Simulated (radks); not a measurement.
The numbers below are computed, except where a source is named.
Species: S IV. Configuration: [Ne] 3s2 3p1 (the NIST ground configuration).

Code: a radial shooting solver on a logarithmic mesh with Libxc functionals. Model: non-relativistic Kohn-Sham, Slater X-alpha with alpha = 0.795, spin-unpolarised, spherical densities, point nucleus.

Energy parts (eV):
total: -10812.421
kinetic: 10812.421
electron-nucleus: -25171.992
Hartree: 4263.914
exchange: -716.765

Orbitals (lengths in bohr, moments of r in powers of bohr; r(max) is where P^2 peaks):
orbital  occ.  eigenvalue (eV)      <r^4>   r(max)
1s          2        -2453.638  0.0004161  0.06373
2s          2        -256.2823     0.1334   0.3886
2p          6        -203.4801     0.1222   0.3232
3s          2         -52.8536      10.46    1.326
3p          1         -40.9998      15.45    1.417

The highest occupied level is 3p at -41.000 eV. The density falls to 0.001 e/bohr^3 at r = 3.08 bohr. Summed over all electrons, <r^2> = 10.28 bohr^2, which gives a Langevin (diamagnetic) susceptibility term of -8.14 x 10^-6 cm^3/mol.
